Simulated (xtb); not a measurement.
C$_{6}$H$_{14}$BO$_{2}$ (SMILES CC1(C)OB[OH+]C1(C)C), charge +1, singlet, at a GFN2-xTB geometry, atoms displaced at random by about 0.05 Å a coordinate; GFN2-xTB (xtb).

Input for xtb:
```
$ xtb mol.xyz --gfn 2 --chrg 1 --opt sloppy --json

# file mol.xyz
23

C      1.35721208    -1.37351576    -0.41931730
C      0.69153230    -0.07975824    -0.26310875
C      1.42229797     0.80030965    -1.14240695
O      1.15275542     0.34867607     1.14107153
B      0.18009925     0.33415243     1.91332287
O     -1.11562401    -0.19597769     1.27756539
C     -0.76089136    -0.06075388    -0.16977744
C     -1.41425915     1.33384334    -0.63552708
C     -1.52881157    -1.04659140    -0.89164992
H      1.18083659    -1.85675796    -1.36336488
H      2.42253669    -1.46624178    -0.17480520
H      0.91238666    -2.18747727     0.39383937
H      1.21722854     1.91975711    -1.00873680
H      1.18371465     0.62674221    -2.23273192
H      2.52483887     0.77828818    -1.19534032
H      0.18929787     0.54441518     3.06372945
H     -2.00216369     0.09028155     1.46554717
H     -2.45294149     1.30867032    -0.53706300
H     -1.16677226     1.48206757    -1.71942019
H     -0.89285443     2.13999939    -0.13456290
H     -1.13141672    -2.10288709    -0.45455860
H     -1.19853834    -1.09528261    -1.95361918
H     -2.55671326    -1.12755084    -0.93335585
```

The log (banner, timings and long lists left out):

```
   ID    Z sym.   atoms
    1    6 C      1-3, 7-9
    2    8 O      4, 6
    3    5 B      5
    4    1 H      10-23

           -------------------------------------------------
          |                Calculation Setup                |
           -------------------------------------------------

           -------------------------------------------------
          |                 G F N 2 - x T B                 |
           -------------------------------------------------

          ...................................................
          :                      SETUP                      :
          :.................................................:
          :  # basis functions                  50          :
          :  # atomic orbitals                  50          :
          :  # shells                           32          :
          :  # electrons                        52          :
          :  max. iterations                   250          :
          :  Hamiltonian                  GFN2-xTB          :
          :  restarted?                      false          :
          :  GBSA solvation                  false          :
          :  PC potential                    false          :
          :  electronic temp.          300.0000000     K    :
          :  accuracy                    1.0000000          :
          :  -> integral cutoff          0.2500000E+02      :
          :  -> integral neglect         0.1000000E-07      :
          :  -> SCF convergence          0.1000000E-05 Eh   :
          :  -> wf. convergence          0.1000000E-03 e    :
          :  Broyden damping             0.4000000          :
          :  net charge                          1          :
          :  unpaired electrons                  0          :
          ...................................................

 iter      E             dE          RMSdq      gap      omega  full diag
   1    -29.1309153 -0.291309E+02  0.520E+00    7.94       0.0  T
   2    -29.2826876 -0.151772E+00  0.339E+00    5.35       1.0  T
   3    -29.2899338 -0.724615E-02  0.164E+00    6.00       1.0  T
   4    -29.2959877 -0.605395E-02  0.412E-01    5.37       1.0  T
   5    -29.2977242 -0.173649E-02  0.234E-01    5.83       1.0  T
   6    -29.2987347 -0.101048E-02  0.669E-02    5.64       1.0  T
   7    -29.2987668 -0.321158E-04  0.233E-02    5.60       1.0  T
   8    -29.2987711 -0.428341E-05  0.522E-03    5.61       4.0  T
   9    -29.2987711 -0.811212E-08  0.223E-03    5.61       9.3  T
  10    -29.2987712 -0.584876E-07  0.780E-04    5.61      26.7  T
  11    -29.2987712 -0.450194E-08  0.295E-04    5.61      70.8  T

   *** convergence criteria satisfied after 11 iterations ***

         :::::::::::::::::::::::::::::::::::::::::::::::::::::
         ::                     SUMMARY                     ::
         :::::::::::::::::::::::::::::::::::::::::::::::::::::
         :: total energy             -28.943532010847 Eh    ::
         :: gradient norm              0.280000465912 Eh/a0 ::
         :: HOMO-LUMO gap              5.611779592332 eV    ::
         ::.................................................::
         :: SCC energy               -29.298639621638 Eh    ::
         :: -> isotropic ES            0.127799511703 Eh    ::
         :: -> anisotropic ES         -0.000454997886 Eh    ::
         :: -> anisotropic XC          0.011776645674 Eh    ::
         :: -> dispersion             -0.015918122601 Eh    ::
         :: repulsion energy           0.355107610792 Eh    ::
         :: add. restraining           0.000000000000 Eh    ::
         :: total charge               1.000000000000 e     ::
         :::::::::::::::::::::::::::::::::::::::::::::::::::::

      -----------------------------------------------------------
     |                   =====================                   |
     |                        A N C O P T                        |
     |                   =====================                   |
     |               Approximate Normal Coordinate               |
     |                Rational Function Optimizer                |
      -----------------------------------------------------------
      -----------------------------------------------------------
     |                   =====================                   |
     |                        A N C O P T                        |
     |                   =====================                   |
     |               Approximate Normal Coordinate               |
     |                Rational Function Optimizer                |
      -----------------------------------------------------------

          ...................................................
          :                      SETUP                      :
          :.................................................:
          :   optimization level            sloppy          :
          :   max. optcycles                   200          :
          :   ANC micro-cycles                  20          :
          :   degrees of freedom                63          :
          :.................................................:
          :   RF solver                   davidson          :
          :   write xtbopt.log                true          :
          :   linear?                        false          :
          :   energy convergence         0.1000000E-03 Eh   :
          :   grad. convergence          0.6000000E-02 Eh/α :
          :   maxmium RF displ.          1.0000000          :
          :   Hlow (freq-cutoff)         0.1000000E-01      :
          :   Hmax (freq-cutoff)         5.0000000          :
          :   S6 in model hess.         20.0000000          :
          ...................................................

generating ANC from exact Hessian ...
Using Lindh-Hessian (1995)
 Shifting diagonal of input Hessian by    6.6427022968402177E-003
 Lowest  eigenvalues of input Hessian
[...]
 * total energy  :   -28.9435320 Eh     change       -0.2340244E-09 Eh
 * total energy  :   -28.9989275 Eh     change       -0.5539553E-01 Eh
 * total energy  :   -29.0131529 Eh     change       -0.1422534E-01 Eh
 * total energy  :   -29.0147314 Eh     change       -0.1578519E-02 Eh
 * total energy  :   -29.0150831 Eh     change       -0.3517150E-03 Eh
 * total energy  :   -29.0152003 Eh     change       -0.1172145E-03 Eh
 * total energy  :   -29.0152297 Eh     change       -0.2935003E-04 Eh
   *** GEOMETRY OPTIMIZATION CONVERGED AFTER 7 ITERATIONS ***
         :: total energy             -29.015229676910 Eh    ::
[...]
        19        2.0000           -0.6328315             -17.2202
        20        2.0000           -0.6305600             -17.1584
        21        2.0000           -0.6229276             -16.9507
        22        2.0000           -0.6147296             -16.7276
        23        2.0000           -0.6138570             -16.7039
        24        2.0000           -0.6093217             -16.5805
        25        2.0000           -0.5990646             -16.3014
        26        2.0000           -0.5910615             -16.0836 (HOMO)
        27                         -0.3825314             -10.4092 (LUMO)
        28                         -0.2695810              -7.3357
        29                         -0.1843291              -5.0159
        30                         -0.1641981              -4.4681
        31                         -0.1000603              -2.7228
        32                         -0.0838499              -2.2817
        33                         -0.0764520              -2.0804
        34                         -0.0435308              -1.1845
        35                         -0.0092898              -0.2528
        36                          0.0139423               0.3794
        37                          0.0194984               0.5306
       ...                                ...                  ...
        50                          0.4291131              11.6768
      -------------------------------------------------------------
                  HL-Gap            0.2085301 Eh            5.6744 eV
             Fermi-level           -0.4867964 Eh          -13.2464 eV

     #   Z          covCN         q      C6AA      α(0)
     1   6 C        3.755    -0.137    23.185     6.866
     2   6 C        3.842     0.133    18.408     6.103
     3   6 C        3.755    -0.137    23.201     6.868
     4   8 O        1.637    -0.233    17.886     5.709
     5   5 B        2.613     0.404    16.100     6.796
     6   8 O        2.423    -0.216    17.552     5.658
     7   6 C        3.785     0.115    18.722     6.163
     8   6 C        3.754    -0.143    23.318     6.885
     9   6 C        3.755    -0.141    23.283     6.880
    10   1 H        0.925     0.082     1.959     2.189
    11   1 H        0.925     0.091     1.872     2.139
    12   1 H        0.925     0.062     2.176     2.307
    13   1 H        0.925     0.076     2.024     2.225
    14   1 H        0.925     0.076     2.023     2.224
    15   1 H        0.925     0.094     1.842     2.123
    16   1 H        0.943     0.012     2.855     2.642
    17   1 H        0.804     0.368     0.548     1.163
    18   1 H        0.925     0.072     2.068     2.249
    19   1 H        0.925     0.099     1.793     2.094
    20   1 H        0.925     0.069     2.099     2.266
    21   1 H        0.925     0.085     1.930     2.173
    22   1 H        0.925     0.093     1.848     2.126
    23   1 H        0.925     0.079     1.994     2.208

 Mol. C6AA /au·bohr⁶  :       3532.252761
 Mol. C8AA /au·bohr⁸  :      78078.336696
 Mol. α(0) /au        :         88.055313

Wiberg/Mayer (AO) data.
largest (>0.10) Wiberg bond orders for each atom

 ---------------------------------------------------------------------------
     #   Z sym  total        # sym  WBO       # sym  WBO       # sym  WBO
 ---------------------------------------------------------------------------
     1   6 C    3.979 --     2 C    0.991    12 H    0.981    10 H    0.977
                            11 H    0.975
     2   6 C    3.908 --     3 C    0.996     1 C    0.991     7 C    0.940
                             4 O    0.898
     3   6 C    3.977 --     2 C    0.996    13 H    0.978    14 H    0.977
                            15 H    0.974
     4   8 O    2.464 --     5 B    1.447     2 C    0.898
     5   5 B    3.305 --     4 O    1.447    16 H    0.960     6 O    0.828
     6   8 O    2.568 --    17 H    0.830     5 B    0.828     7 C    0.803
     7   6 C    3.846 --     9 C    1.009     8 C    1.008     2 C    0.940
                             6 O    0.803
     8   6 C    3.980 --     7 C    1.008    20 H    0.979    18 H    0.975
                            19 H    0.968
     9   6 C    3.976 --     7 C    1.009    23 H    0.976    21 H    0.975
                            22 H    0.968
    10   1 H    0.993 --     1 C    0.977
    11   1 H    0.991 --     1 C    0.975
    12   1 H    0.996 --     1 C    0.981
    13   1 H    0.994 --     3 C    0.978
    14   1 H    0.994 --     3 C    0.977
    15   1 H    0.991 --     3 C    0.974
    16   1 H    0.999 --     5 B    0.960
    17   1 H    0.865 --     6 O    0.830
    18   1 H    0.995 --     8 C    0.975
    19   1 H    0.990 --     8 C    0.968
    20   1 H    0.995 --     8 C    0.979
    21   1 H    0.993 --     9 C    0.975
    22   1 H    0.991 --     9 C    0.968
    23   1 H    0.994 --     9 C    0.976
 ---------------------------------------------------------------------------

Topologies differ in total number of bonds
Writing topology from bond orders to xtbtopo.mol

molecular dipole:
                 x           y           z       tot (Debye)
 q only:       -1.216       0.042       0.515
   full:       -1.660       0.046       0.596       4.486
molecular quadrupole (traceless):
                xx          xy          yy          xz          yz          zz
 q only:        1.964      -1.426      -4.830      -5.135       1.160       2.866
  q+dip:        3.603      -2.132      -4.913      -7.173       0.774       1.310
   full:        3.251      -2.253      -4.263      -6.894       0.562       1.012

optimized geometry written to: xtbopt.xyz

           -------------------------------------------------
          | TOTAL ENERGY              -29.015229676910 Eh   |
          | GRADIENT NORM               0.002583733709 Eh/α |
          | HOMO-LUMO GAP               5.674391735268 eV   |
           -------------------------------------------------
```
